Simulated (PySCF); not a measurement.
## Spinor energies of Os (osmium, neutral)

Start: [Xe] 4f14 5d8; 5d3/2 filled at m_j = -1/2, +1/2, +3/2; 5d5/2 filled at m_j = -3/2, -1/2, +1/2, +3/2, +5/2. Calculated with PySCF 2.14 in x2c-TZVPall-2c with one added diffuse shell each of s, p, d type (12s12p11d2f, 117 functions): generalised Hartree-Fock with the X2C-1e Hamiltonian and a Gaussian nucleus; spin-orbit coupling (SO) screened by Boettger's factors. This is a chosen level, not necessarily the ground level.

| spinor shell | electrons | ε, screened SO (eV) | weight of nominal j (screened SO) | rms radius, screened SO (bohr) |
| --- | --- | --- | --- | --- |
| 1s1/2 | 2 | -74249.8 | 1.000 | 0.0201 |
| 2s1/2 | 2 | -13069.8 | 1.000 | 0.0809 |
| 2p1/2 | 2 | -12490.9 | 1.000 | 0.0687 |
| 2p3/2 | 4 | -10953.9 | 1.000 | 0.0764 |
| 3s1/2 | 2 | -3101.8 | 1.000 | 0.207 |
| 3p1/2 | 2 | -2843.5 | 1.000 | 0.198 |
| 3p3/2 | 4 | -2502.9 | 1.000 | 0.214 |
| 3d3/2 | 4 | -2075.3 | 1.000 | 0.188 |
| 3d5/2 | 6 | -2001.9 | 1.000 | 0.193 |
| 4s1/2 | 2 | -684.54 | 1.000 | 0.459 |
| 4p1/2 | 2 | -575.01 | 1.000 | 0.466 |
| 4p3/2 | 4 | -493.95 | 1.000 | 0.499 |
| 4d3/2 | 4 | -313.87 | 1.000 | 0.519 |
| 4d5/2 | 6 | -298.23 | 1.000 | 0.531 |
| 5s1/2 | 2 | -102.88 | 1.000 | 1.09 |
| 5p1/2 | 2 | -67.649 | 0.833 | 1.13 |
| 4f5/2 | 6 | -67.578 | 0.945 | 0.656 |
| 4f7/2 | 8 | -64.670 | 0.999 | 0.612 |
| 5p3/2 | 4 | -53.841 | 0.997 | 1.30 |
| 5d5/2 | 5 | -7.112 | 0.725 | 2.21 |
| 5d3/2 | 3 | -8.004 | 0.830 | 2.12 |

```csv
quantity,screened SO
E (hartree),-17263.59234
M_J,4
⟨J²⟩,20.269
⟨L²⟩,12.675
⟨S²⟩,2.152
```

Each row is a mean over spinors that exchange with the open shell spreads, by up to 5.211 eV (5p3/2).

Rows whose weight is well below 1 are mixtures of j = l ± 1/2: exchange outweighs spin-orbit coupling there, and the label is only the starting occupation.

⟨J²⟩ departs a little from M_J(M_J + 1) because the unrestricted spinors polarise the closed shells.

Breit and QED terms are absent; they matter most for the inner s and p1/2 levels.

Densities and radii are taken from the X2C orbitals without a picture-change correction, which distorts them close to the nucleus.
